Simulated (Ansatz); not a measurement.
Ga12P12H32⁺, a nanocrystal cut from zinc blende GaP (hydrogen-capped). Charge 1, multiplicity 2. Geometry PBE-D4/def2-SVP, that of the neutral singlet; atoms count from 1.

Cartesian coordinates in Å:
```
Ga -3.0480 3.4250 -1.0148
Ga 3.3377 3.7179 -0.8219
Ga 3.3239 0.5814 2.7627
Ga -3.7238 0.6392 1.8560
Ga -0.2568 -0.9569 3.8241
Ga -0.0801 1.7736 1.0407
Ga -0.4887 0.9227 -2.8441
Ga 2.3319 -0.5138 -0.7465
Ga -1.1469 -1.7073 0.0991
Ga -4.2121 -0.3732 -2.0413
Ga 2.0943 -3.4395 1.6793
Ga 0.9646 -4.0324 -2.9096
P 1.1330 3.6665 0.2034
P -2.3465 2.4199 1.1110
P -2.7663 1.5053 -2.4313
P 0.9282 0.9331 3.0007
P 3.5243 1.4000 -1.5738
P 3.1938 -1.3201 1.2667
P -2.5669 -0.2423 3.8012
P -3.3977 -1.0103 0.1840
P -0.1368 -2.5459 2.0590
P 0.0977 0.1395 -0.6292
P 2.4448 -2.1264 -2.5231
P -1.0067 -3.3027 -1.6869
H -4.5736 3.7967 -0.8432
H -1.9320 4.5090 -1.3385
H 3.2193 4.5914 -2.1275
H 4.3867 3.8914 0.3350
H 3.9022 0.1355 4.1598
H 3.8738 1.7983 1.9106
H -5.2095 0.9918 2.2355
H 0.1732 -1.4739 5.2469
H 0.4436 2.1932 -3.0677
H -0.3354 -0.3646 -3.7674
H -5.7116 0.0838 -1.8468
H -3.8002 -1.5831 -2.9857
H 2.6132 -4.0676 3.0289
H 2.0422 -4.2057 0.2940
H 1.5835 -5.2402 -2.1176
H 0.5986 -3.9966 -4.4414
H 1.1276 4.6460 1.2461
H 0.1753 4.2748 -0.6694
H -2.4287 3.4111 2.1430
H -3.2501 1.9937 -3.6904
H 0.7366 1.9387 4.0037
H 4.9090 1.0405 -1.5662
H 3.3133 1.3860 -2.9870
H 4.5496 -1.6443 0.9304
H -2.7387 0.6819 4.8813
H -3.3505 -1.3120 4.3416
H -4.1342 -2.1527 0.6389
H -0.9671 -3.6286 2.4975
H 2.4753 -1.3525 -3.7240
H 3.7945 -2.6002 -2.5461
H -1.9955 -2.8165 -2.6007
H -1.6874 -4.4785 -1.2388
```

Single mean-field runs in def2-TZVP are fitted with def2-universal-jkfit.

(1) Estimate the Mulliken populations of the heavy atoms from the PBE0/def2-TZVP orbitals of Ansatz.

(2) Where does the spin sit?

(3) And the Mayer bond orders between heavy atoms (over 0.3)?

Results:

(1) 
```csv
atom,charge (e),spin (α − β)
Ga1,0.18,0.00
Ga2,0.16,0.00
Ga3,0.19,0.00
Ga4,0.28,0.00
Ga5,0.27,0.00
Ga6,0.29,-0.01
Ga7,0.12,0.06
Ga8,0.25,0.04
Ga9,0.29,-0.01
Ga10,0.18,0.00
Ga11,0.19,0.00
Ga12,0.17,0.00
P13,-0.22,0.00
P14,-0.31,0.06
P15,-0.34,0.16
P16,-0.32,0.06
P17,-0.22,0.00
P18,-0.30,0.06
P19,-0.26,0.03
P20,-0.31,0.06
P21,-0.32,0.06
P22,-0.29,0.15
P23,-0.22,0.00
P24,-0.22,0.00
```
Mulliken values depend strongly on the basis.

(2) Summed by element: Ga 0.09, P 0.63, H 0.27, of 1 unpaired in all. Largest on single atoms: P15 0.16, P22 0.15, H25 0.08.

(3) Ga1–P14 0.62 (2.45 Å); Ga1–P15 0.73 (2.40 Å); Ga2–P13 0.65 (2.43 Å); Ga2–P17 0.63 (2.44 Å); Ga3–P16 0.64 (2.43 Å); Ga3–P18 0.67 (2.42 Å); Ga4–P14 0.79 (2.37 Å); Ga4–P19 0.69 (2.43 Å); Ga4–P20 0.79 (2.37 Å); Ga5–P16 0.78 (2.38 Å); Ga5–P19 0.71 (2.42 Å); Ga5–P21 0.78 (2.38 Å); Ga6–P13 0.80 (2.40 Å); Ga6–P14 0.80 (2.36 Å); Ga6–P16 0.81 (2.36 Å); Ga6–P22 0.82 (2.34 Å); Ga7–P15 0.68 (2.39 Å); Ga7–P22 0.59 (2.42 Å); Ga8–P17 0.80 (2.40 Å); Ga8–P18 0.86 (2.33 Å); Ga8–P22 0.76 (2.33 Å); Ga8–P23 0.80 (2.40 Å); Ga9–P20 0.80 (2.36 Å); Ga9–P21 0.81 (2.36 Å); Ga9–P22 0.82 (2.34 Å); Ga9–P24 0.80 (2.40 Å); Ga10–P15 0.73 (2.40 Å); Ga10–P20 0.62 (2.45 Å); Ga11–P18 0.67 (2.42 Å); Ga11–P21 0.64 (2.43 Å); Ga12–P23 0.63 (2.44 Å); Ga12–P24 0.65 (2.43 Å).
